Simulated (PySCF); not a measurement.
Y(OH)2 (H2O2Y), SMILES [Y]([OH])[OH] (connectivity only; charge and spin as stated), neutral, multiplicity 2.

Coordinates come from a r2SCAN-D4/def2-TZVP optimisation. The def2 effective core potentials stand for the cores of Y; spin–orbit coupling is left out. Other conformers were not sampled.

These are TDA-PBE/def2-SVPD run with PySCF values and carry that method's errors.

Vertical excitations. Isolated molecule, no solvent.

| state | energy (eV) | λ (nm) | f | main pairs |
|---|---|---|---|---|
| root 1 | 1.46 | 852 | 0.062 | α HOMO→LUMO 98 % |
| root 2 | 1.47 | 842 | 0.060 | α HOMO→LUMO+1 99 % |
| root 3 | 2.56 | 485 | 0.104 | α HOMO→LUMO+2 99 % |
| root 4 | 2.68 | 463 | 0.000 | α HOMO→LUMO+3 100 % |
| root 5 | 2.99 | 415 | 0.304 | α HOMO→LUMO+4 97 % |
| root 6 | 3.08 | 403 | 0.038 | α HOMO→LUMO+5 99 % |
| root 7 | 3.47 | 357 | 0.040 | α HOMO→LUMO+6 99 % |
| root 8 | 3.53 | 351 | 0.134 | α HOMO→LUMO+7 98 % |
| root 9 | 4.70 | 264 | 0.019 | β HOMO→LUMO 99 % |
| root 10 | 4.75 | 261 | 0.013 | β HOMO−1→LUMO 99 % |
Unrestricted roots are not spin-pure.
